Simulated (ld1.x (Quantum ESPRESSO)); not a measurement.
## Pseudopotential generation for I: TM, PBE, scalar-relativistic.

```json
{
  "Element": "I (Z = 53)",
  "Generator": "ld1.x (Quantum ESPRESSO) 7.5",
  "Type": "norm-conserving Troullier–Martins (Kleinman–Bylander form)",
  "Functional": "PBE",
  "Relativity": "scalar-relativistic",
  "Frozen core": "[Kr] 4d10",
  "Valence charge": "7",
  "Reference configuration": "5s2 5p5",
  "Partial waves": "5p (bound): rc 1.90 bohr; 5s (bound): rc 1.30 bohr",
  "Local potential": "the s channel",
  "Core correction": "none"
}
```

Poles of the logarithmic derivatives, all-electron (AE) and pseudo (PS). s: poles at 1.5 (AE) and 0.5, 3.0 (PS) Ry. p: poles at 3.4 (AE) and 3.5 (PS) Ry. Test radius 2.06 bohr.

* Cutoffs needed: 110 Ry and 230 Ry (the cutoffs (Ry, on a coarse ladder) from which the occupation-weighted sum of valence levels, in a spherical-Bessel basis at the reference potential, stays within 10 and 1 mRy of its value at 400 Ry)
* Ghost test: no extra level below or beside the all-electron valence levels (p, s, d, f tested) (spherical-Bessel basis up to 400 Ry, 20 bohr box)
* Largest excitation error: +75 meV (all-electron minus pseudo) for 5s2 5p1, out of 7 test configurations
